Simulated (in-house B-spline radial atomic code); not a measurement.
Computed with a B-spline radial atomic code. Model: two electrons, singlet ground state, non-relativistic, full CI in B-splines with partial waves to l = 8 (at full coupling up to 3e-4 hartree above the limit, correlation up to 0.6 % small), density held at that of full coupling by Lieb maximisation.

Along the adiabatic connection the electron repulsion is scaled by a coupling λ while a local potential keeps the density fixed. At λ = 0 the system is the Kohn-Sham one and W equals the exchange energy; the exchange-correlation energy is the area under W between 0 and 1. The kinetic energy rises with λ as the electrons avoid each other, with dT/dλ = −λ dW/dλ.

Command:
```bash
python run_ac.py task.json out
```
Settings (lengths in bohr, energies in hartree):
```
potential              yukawa
strength               2.07
lmax                   8
second                 0.489
```

Time taken, with all properties: 69 s on 1 thread of Intel(R) Xeon(R) Processor @ 2.30GHz, with other jobs on the host.

**W = mean repulsion less Hartree energy, and W of three functionals.**

Given: confinement screened point charge; nuclear charge 2.07; screening of the nucleus 0.489 1/bohr; external potential -Z exp(-k r)/r.

Computed: LDA exchange minus exact 132.43 millihartree; SCAN exchange minus exact -8.9702 millihartree.

```json
{"coupling": "0", "W xc (hartree)": "-0.98619", "W xc minus exchange (millihartree)": "0", "kinetic minus Kohn-Sham (millihartree)": "0", "LDA (PW92) W minus its exchange (millihartree)": "0", "PBE W minus its exchange (millihartree)": "0", "SCAN W minus its exchange (millihartree)": "0"}
{"coupling": "0.02", "W xc (hartree)": "?", "W xc minus exchange (millihartree)": "?", "kinetic minus Kohn-Sham (millihartree)": "?", "LDA (PW92) W minus its exchange (millihartree)": "?", "PBE W minus its exchange (millihartree)": "?", "SCAN W minus its exchange (millihartree)": "?"}
{"coupling": "0.05", "W xc (hartree)": "-0.99114", "W xc minus exchange (millihartree)": "-4.943", "kinetic minus Kohn-Sham (millihartree)": "0.12", "LDA (PW92) W minus its exchange (millihartree)": "-23.92", "PBE W minus its exchange (millihartree)": "-4.23", "SCAN W minus its exchange (millihartree)": "-4.45"}
{"coupling": "0.12", "W xc (hartree)": "-0.99786", "W xc minus exchange (millihartree)": "-11.669", "kinetic minus Kohn-Sham (millihartree)": "0.69", "LDA (PW92) W minus its exchange (millihartree)": "-45.6", "PBE W minus its exchange (millihartree)": "-10.21", "SCAN W minus its exchange (millihartree)": "-10.38"}
{"coupling": "0.25", "W xc (hartree)": "-1.0098", "W xc minus exchange (millihartree)": "-23.589", "kinetic minus Kohn-Sham (millihartree)": "2.89", "LDA (PW92) W minus its exchange (millihartree)": "-75.71", "PBE W minus its exchange (millihartree)": "-21.17", "SCAN W minus its exchange (millihartree)": "-20.72"}
{"coupling": "0.4", "W xc (hartree)": "?", "W xc minus exchange (millihartree)": "?", "kinetic minus Kohn-Sham (millihartree)": "?", "LDA (PW92) W minus its exchange (millihartree)": "?", "PBE W minus its exchange (millihartree)": "?", "SCAN W minus its exchange (millihartree)": "?"}
{"coupling": "0.6", "W xc (hartree)": "-1.0386", "W xc minus exchange (millihartree)": "-52.405", "kinetic minus Kohn-Sham (millihartree)": "15.01", "LDA (PW92) W minus its exchange (millihartree)": "-131.87", "PBE W minus its exchange (millihartree)": "-48.66", "SCAN W minus its exchange (millihartree)": "-45.35"}
{"coupling": "0.8", "W xc (hartree)": "-1.0532", "W xc minus exchange (millihartree)": "-67.008", "kinetic minus Kohn-Sham (millihartree)": "25.21", "LDA (PW92) W minus its exchange (millihartree)": "-156.05", "PBE W minus its exchange (millihartree)": "-62.93", "SCAN W minus its exchange (millihartree)": "-57.78"}
{"coupling": "1", "W xc (hartree)": "-1.0666", "W xc minus exchange (millihartree)": "-80.445", "kinetic minus Kohn-Sham (millihartree)": "37.28", "LDA (PW92) W minus its exchange (millihartree)": "-176.85", "PBE W minus its exchange (millihartree)": "-76.21", "SCAN W minus its exchange (millihartree)": "-69.24"}
{"coupling": "1.4", "W xc (hartree)": "-1.0905", "W xc minus exchange (millihartree)": "-104.31", "kinetic minus Kohn-Sham (millihartree)": "65.8", "LDA (PW92) W minus its exchange (millihartree)": "-211.51", "PBE W minus its exchange (millihartree)": "-100.19", "SCAN W minus its exchange (millihartree)": "-89.78"}
{"coupling": "2", "W xc (hartree)": "-1.1202", "W xc minus exchange (millihartree)": "-134.04", "kinetic minus Kohn-Sham (millihartree)": "116.02", "LDA (PW92) W minus its exchange (millihartree)": "-252.18", "PBE W minus its exchange (millihartree)": "-130.81", "SCAN W minus its exchange (millihartree)": "-115.87"}
{"coupling": "3", "W xc (hartree)": "-1.1582", "W xc minus exchange (millihartree)": "-171.97", "kinetic minus Kohn-Sham (millihartree)": "209.82", "LDA (PW92) W minus its exchange (millihartree)": "-302.26", "PBE W minus its exchange (millihartree)": "-171.46", "SCAN W minus its exchange (millihartree)": "-150.38"}
{"coupling": "4.5", "W xc (hartree)": "-1.1978", "W xc minus exchange (millihartree)": "-211.61", "kinetic minus Kohn-Sham (millihartree)": "356.5", "LDA (PW92) W minus its exchange (millihartree)": "-354.7", "PBE W minus its exchange (millihartree)": "-216.63", "SCAN W minus its exchange (millihartree)": "-188.42"}
{"coupling": "7", "W xc (hartree)": "-1.2394", "W xc minus exchange (millihartree)": "-253.19", "kinetic minus Kohn-Sham (millihartree)": "591.06", "LDA (PW92) W minus its exchange (millihartree)": "-412.09", "PBE W minus its exchange (millihartree)": "-268.25", "SCAN W minus its exchange (millihartree)": "-230.78"}
```

Q: What belongs in the row 0.02?

A: W xc (hartree): -0.98819; W xc minus exchange (millihartree): -1.991; kinetic minus Kohn-Sham (millihartree): 0.02; LDA (PW92) W minus its exchange (millihartree): -11.73; PBE W minus its exchange (millihartree): -1.68; SCAN W minus its exchange (millihartree): -1.81.

Q: What belongs in the row 0.4?

A: W xc (hartree): -1.0227; W xc minus exchange (millihartree): -36.49; kinetic minus Kohn-Sham (millihartree): 7.07; LDA (PW92) W minus its exchange (millihartree): -102.75; PBE W minus its exchange (millihartree): -33.35; SCAN W minus its exchange (millihartree): -31.79.

Q: What is the PBE exchange minus exact?

A: 4.1355 millihartree.

**Energy parts, natural occupations and partial-wave weights.**

Computed: total energy -1.5000 hartree; exchange energy -0.98619 hartree; correlation energy -0.043162 hartree; initial slope twice GL2 -0.10005 hartree; Hartree energy 1.9724 hartree; Kohn-Sham kinetic 2.7709 hartree; Lieb Oxford ratio E_xc over LDA exchange 1.2057.

| natural | occupation of the shell (electrons) |
| --- | --- |
| s | 1.9812 |
| s | 0.010382 |
| p | 0.0074791 |
| d | 0.00031472 |
| p | ? |
| s | 0.00017197 |

Q: What belongs in the row p?

A: occupation of the shell (electrons): 0.00026287.

```json
{"wave": "s", "weight": "0.99591"}
{"wave": "p", "weight": "0.003884"}
{"wave": "d", "weight": "0.00017723"}
{"wave": "f", "weight": "?"}
{"wave": "g", "weight": "5.5182e-06"}
```

Q: What belongs in the row f?

A: weight: 2.4185e-05.

Q: What is the kinetic part over minus potential part?

A: 0.46347.

Q: What is the kinetic part of the DFT correlation energy?

A: 0.037284 hartree.

Half-way to full coupling W has made 55 % of its drop, against 50 % for a straight line, and second-order (GL2) theory, half the initial slope, overshoots the correlation energy by about 16 %: a moderate bend, as in light atoms. Over couplings 0 to 1 the errors in E_xc come to about +66 millihartree for LDA, +7.2 millihartree for PBE, -3.2 millihartree for SCAN, so SCAN is nearest. In LDA and SCAN the errors of exchange and correlation have opposite signs, so the sum is smaller than the larger of the two.
